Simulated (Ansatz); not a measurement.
Basis-set series for H3NOSSiZn, SMILES `O[SiH]1[NH][Zn][S]1`. Charge 0, multiplicity 1. The structure was optimised at the PBE0-D4/def2-TZVP level. It is one conformer, not always the lowest.

```json
{"atom": "O1", "x (Å)": "1.705", "y (Å)": "-0.472", "z (Å)": "-0.308"}
{"atom": "Si2", "x (Å)": "0.353", "y (Å)": "0.417", "z (Å)": "-0.031"}
{"atom": "N3", "x (Å)": "-1.120", "y (Å)": "-0.215", "z (Å)": "-0.661"}
{"atom": "Zn4", "x (Å)": "-1.901", "y (Å)": "-0.257", "z (Å)": "1.024"}
{"atom": "S5", "x (Å)": "-0.146", "y (Å)": "0.516", "z (Å)": "2.097"}
{"atom": "H6", "x (Å)": "1.711", "y (Å)": "-1.363", "z (Å)": "0.049"}
{"atom": "H7", "x (Å)": "0.733", "y (Å)": "1.753", "z (Å)": "-0.541"}
{"atom": "H8", "x (Å)": "-1.334", "y (Å)": "-0.379", "z (Å)": "-1.629"}
```

```
functional       basis  functions  energy (Eh)  HOMO (eV)  LUMO (eV)
   PBE0-D4    def2-SVP        110  -2597.74175      -6.43      -2.84
   PBE0-D4  def2-QZVPP        444  -2598.48551      -6.78      -3.13
   ωB97M-V    def2-SVP        110  -2598.21063      -8.54      -1.08
   ωB97M-V  def2-QZVPP        444  -2598.95334      -8.94      -1.49
```

(1) Give the rows for def2-TZVPP. (Best estimate.)

Results:

(1) Ansatz gave: 
```csv
functional,basis,functions,energy (Eh),HOMO (eV),LUMO (eV)
PBE0-D4,def2-TZVPP,252,-2598.41107,-6.73,-3.12
ωB97M-V,def2-TZVPP,252,-2598.88215,-8.89,-1.44
```

Scalar relativity is left out up to krypton.
